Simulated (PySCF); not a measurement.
H4SSeSi, SMILES [SiH3][Se]S. Coordinates come from a r2SCAN-D4/def2-SVP optimisation. The values are those of a single conformer.

Computed equilibrium geometry at r2SCAN-D4/def2-SVP (PySCF confirms it by a frequency run) as a Z-matrix (one conformer of several):
```
Si
H 1 1.4899
H 1 1.4916 2 109.73
H 1 1.4943 2 110.29 3 121.30
Se 1 2.2961 2 110.57 3 -121.92
S 5 2.2412 1 94.92 2 59.36
H 6 1.3555 5 96.81 1 90.16
```
